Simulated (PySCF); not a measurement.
C₃H₉BO, singlet, at a GFN2-xTB geometry, atoms displaced at random by about 0.08 Å a coordinate; R2SCAN/6-31G, gradient in PySCF.

The PySCF input:
```python
from pyscf import gto, scf, dft

mol = gto.M(
    atom='''
B    -0.43701734    0.99560255    0.46976934
H    -1.40435700    1.24883981    1.18324945
O     0.42974564    1.81521509    0.39829463
H     1.21596190    1.79012474   -0.06959520
C    -0.28458983   -0.50127833   -0.37297923
C    -0.65149245   -1.62950817    0.66025876
C     0.83210660   -0.70197826   -1.38446401
H    -1.20456281   -0.49384660   -1.01409603
H    -0.39841394   -2.51562518   -0.03978675
H     0.23095598   -1.60872803    1.25870934
H    -1.49557146   -1.68523154    1.04834306
H     1.01367027    0.21908703   -1.74958765
H     0.79947648   -1.31130988   -1.73471566
H     1.75234438   -0.38187449   -0.47700710
''',
    basis='6-31g',
    verbose=3,
)

mf = dft.RKS(mol)
mf.xc = 'r2scan'
mf.grids.level = 5
mf.kernel()
g = mf.nuc_grad_method()
g.grid_response = False
grad = g.kernel()
```

Output, abridged:

```
converged SCF energy = -219.280411431329
--------------- RKS gradients ---------------
         x                y                z
0 B     0.1527126025     0.1853008054     0.0075839636
1 H    -0.0055115702     0.0083225158     0.0076483053
2 O    -0.1136222257    -0.1653639764    -0.0200608056
3 H    -0.0537534469     0.0015572979     0.0314667028
4 C     0.0944543759    -0.0458694946    -0.0096025602
5 C    -0.2093589118     0.0199110057     0.1412574218
6 C    -0.0775611371    -0.8010586753    -0.5993912529
7 H     0.0034288909    -0.0059835718    -0.0017713285
8 H     0.0201243198    -0.0052143070    -0.0280742516
9 H    -0.0053710987     0.0075329028    -0.0347868199
10 H     0.1545805019     0.0010819639    -0.0724645146
11 H     0.0024287225    -0.0524324009     0.0604518991
12 H     0.0181775320     0.8029228409     0.4680994067
13 H     0.0193288110     0.0492613152     0.0496677122
----------------------------------------------
```
